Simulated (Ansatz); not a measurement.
Mulliken charges of CH6Se2Si, SMILES `C[Se][Se][SiH3]` from B3LYP/def2-TZVPP in Ansatz (PBE0-D4/def2-TZVP geometry).

| atom | x (Å) | y (Å) | z (Å) | charge (e) |
| --- | --- | --- | --- | --- |
| C1 | -0.729 | 1.824 | 0.486 | -0.349 |
| Se2 | -1.458 | 0.088 | 0.975 | -0.006 |
| Se3 | -1.140 | -1.041 | -1.044 | -0.154 |
| Si4 | 0.964 | -1.727 | -0.492 | 0.272 |
| H5 | 0.319 | 1.725 | 0.211 | 0.133 |
| H6 | -1.305 | 2.254 | -0.330 | 0.138 |
| H7 | -0.819 | 2.450 | 1.375 | 0.126 |
| H8 | 1.510 | -2.454 | -1.670 | -0.058 |
| H9 | 1.816 | -0.548 | -0.196 | -0.058 |
| H10 | 0.926 | -2.624 | 0.687 | -0.044 |

Question: By hand: the dipole of these point charges (1 e Å = 4.8032 D).

Answer: Σ q r = (0.226, 0.192, 0.085) e Å, of length 0.308 e Å = 1.48 D.

Question: How does the dipole of the full density compare? (Estimate.)

Answer: Ansatz gave: (0.197, 0.251, 0.030) e Å, 1.54 D; the point charges give 0.96 times that, at 16° from its direction.

Point charges leave out the atoms' own dipoles, such as those of lone pairs, and Mulliken's split depends on the basis, so the close match here is no proof of good charges.

B3LYP here is the variant with VWN-RPA as its local correlation; programs differ in this.
